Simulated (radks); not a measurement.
K5+, 14 electrons, occupied as [Ne] 3s2 3p2. All-electron calculation, Dirac Kohn-Sham, BLYP, spin-unpolarised, spherical densities, finite nucleus; open shells fill j = l - 1/2 first; Fermi nuclear charge, rms radius 3.4349 fm. Program: a radial shooting solver on a logarithmic mesh with Libxc functionals.

Radial electron density D(r) = 4 pi r^2 rho(r):

| r (bohr) | D(r) (e/bohr) |
|---|---|
| 0.003336 | 0.5957 |
| 0.003761 | 0.7433 |
| 0.004207 | 0.9123 |
| 0.004743 | 1.134 |
| 0.005305 | 1.385 |
| 0.005981 | 1.712 |
| 0.00669 | 2.081 |
| 0.007543 | 2.555 |
| 0.008437 | 3.083 |
| 0.009513 | 3.753 |
| 0.01064 | 4.489 |
| 0.012 | 5.408 |
| 0.01342 | 6.396 |
| 0.01513 | 7.603 |
| 0.01692 | 8.868 |
| 0.01908 | 10.37 |
| 0.02134 | 11.88 |
| 0.02406 | 13.60 |
| 0.02691 | 15.25 |
| 0.03035 | 17.00 |
| 0.03394 | 18.55 |
| 0.03827 | 20.02 |
| 0.0428 | 21.13 |
| 0.04826 | 21.94 |
| 0.05398 | 22.26 |
| 0.06086 | 22.10 |
| 0.06808 | 21.48 |
| 0.07676 | 20.39 |
| 0.08585 | 19.10 |
| 0.0968 | 17.67 |
| 0.1083 | 16.51 |
| 0.1221 | 15.72 |
| 0.1365 | 15.60 |
| 0.154 | 16.21 |
| 0.1722 | 17.42 |
| 0.1942 | 19.15 |
| 0.2172 | 20.81 |
| 0.2448 | 22.16 |
| 0.2739 | 22.62 |
| 0.3088 | 21.93 |
| 0.3454 | 20.15 |
| 0.3894 | 17.23 |
| 0.4356 | 13.97 |
| 0.4911 | 10.48 |
| 0.5493 | 7.726 |
| 0.6193 | 5.668 |
| 0.6927 | 4.648 |
| 0.781 | 4.323 |
| 0.8736 | 4.393 |
| 0.985 | 4.461 |
| 1.102 | 4.257 |
| 1.242 | 3.668 |
| 1.389 | 2.868 |
| 1.567 | 1.946 |
| 1.752 | 1.198 |
| 1.976 | 0.6193 |
| 2.21 | 0.2907 |
| 2.491 | 0.1097 |
| 2.787 | 0.03718 |
| 3.142 | 0.009421 |
| 3.514 | 0.002099 |
| 3.963 | 0.0003257 |

D(r) has 3 maxima, at r = 0.0553, 0.272, 0.969 bohr, and minima at 0.132, 0.794 bohr, inside which lie 2.17, 10.51 electrons.
